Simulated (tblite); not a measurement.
Problem. What does the GFN2-xTB structure of `O=S(=O)(O)[C@@H]1[CH]C1` [radical] look like in three dimensions? (Doublet state.)

Solution. 
Z-matrix in Å and degrees, rows numbered from 1:
```
O 
S   1  1.4246
O   2  1.4319  1  119.59
O   2  1.6230  1  108.35  3   121.91
C   2  1.8029  1  109.33  3  -129.92
C   5  1.4402  2  116.46  1    22.88
C   6  1.4574  5   62.83  2  -100.38
H   4  0.9583  2  109.68  1  -130.52
H   5  1.0765  2  111.07  1   174.70
H   6  1.0655  5  133.93  7   127.53
H   7  1.0826  5  118.71  6   109.02
H   7  1.0855  5  116.56  6  -109.03
```

C6 (carbon bonded to 2 C and H) is pyramidal (angles 135.0°, 133.9° and 62.8°, sum 331.8°, 0.34 Å off the plane of its three neighbours). The 3 C–C bonds span 1.440 Å (C5–C6, drawn single) to 1.510 Å (C5–C7, drawn single), a spread of 0.070 Å. Of the pairs four or more bonds apart, O1···H12 is among the closest relative to their van der Waals radii: 2.60 Å, 95 % of the sum of Bondi's values. S2 (sulfur bonded to C and 3 O) is distorted tetrahedral (angles from 100.1° to 119.6°).

Computed geometry: GFN2-xTB, gas phase. This method treats the open shell by occupation alone, without spin polarisation.

Point group: C1 (no symmetry element, even within 0.4 Å). Its GFN2-xTB frequencies are all real (lowest 38 cm⁻¹). Torsions: O1–S2–O4–H -131°, O1–S2–C5–C6 23°. 2 starts were optimised and ended at 0.00 and 1.49 kcal/mol (GFN2-xTB); the lowest of these is shown.

Time: 0.28 s of wall time. Hardware: INTEL XEON PLATINUM 8581C at 2.10 GHz, one thread, shared host with 80 logical CPUs at a one-minute load of 15. That covers the optimisation of the geometry.

One conformer stands for the species.
